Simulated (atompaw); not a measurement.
An all-electron radial function and its pseudo partner (Zr)

Columns: radius, all-electron u(r) and pseudo u(r) of the 4s shell (level -54.84 eV) of zirconium in the configuration [Ar] 3d10 4s2 4p6 4d2 5s1.75 5p0.25; LDA (PW92), scalar-relativistic, PAW (atompaw) scheme, atompaw 4.2.0.5.

| r (bohr) | all-electron | pseudo |
| --- | --- | --- |
| 0.104 | 0.3576 | 0.1863 |
| 0.208 | -0.1103 | 0.3662 |
| 0.312 | -0.5384 | 0.5337 |
| 0.415 | -0.4707 | 0.6821 |
| 0.519 | -0.1250 | 0.8097 |
| 0.623 | 0.2765 | 0.9117 |
| 0.727 | 0.6164 | 0.9859 |
| 0.831 | 0.8550 | 1.0316 |
| 0.935 | 0.9930 | 1.0493 |
| 1.038 | 1.0474 | 1.0409 |
| 1.142 | 1.0407 | 1.0093 |
| 1.246 | 0.9921 | 0.9580 |
| 1.350 | 0.9180 | 0.8914 |
| 1.454 | 0.8306 | 0.8142 |
| 1.558 | 0.7388 | 0.7309 |
| 1.662 | 0.6485 | 0.6460 |
| 1.765 | 0.5639 | 0.5639 |
| 1.869 | 0.4855 | 0.4861 |
| 1.973 | 0.4149 | 0.4152 |
| 2.077 | 0.3526 | 0.3526 |
| 2.181 | 0.2981 | 0.2981 |
| 2.285 | 0.2510 | 0.2510 |
| 2.388 | 0.2110 | 0.2110 |
| 2.492 | 0.1765 | 0.1765 |
| 2.596 | 0.1473 | 0.1473 |
| 2.700 | 0.1226 | 0.1226 |

Question: How many radial nodes do the two functions have?

Answer: The all-electron 4s function has n − l − 1 = 3 (the table is too coarse to show those close to the nucleus); the pseudo-wave has 0, since the states of the same l below it are removed with the core.

Question: At about which radius was the pseudo-wave matched?

Answer: 2.15 bohr. The columns agree to 0.0005 from 1.97 bohr on; several derivatives are matched, so the curves merge somewhat inside the radius.

Question: Is the pseudo-wave norm-conserving?

Answer: No, it belongs to a PAW set: the norm inside the radius is not constrained, and the difference is carried by the augmentation charge.
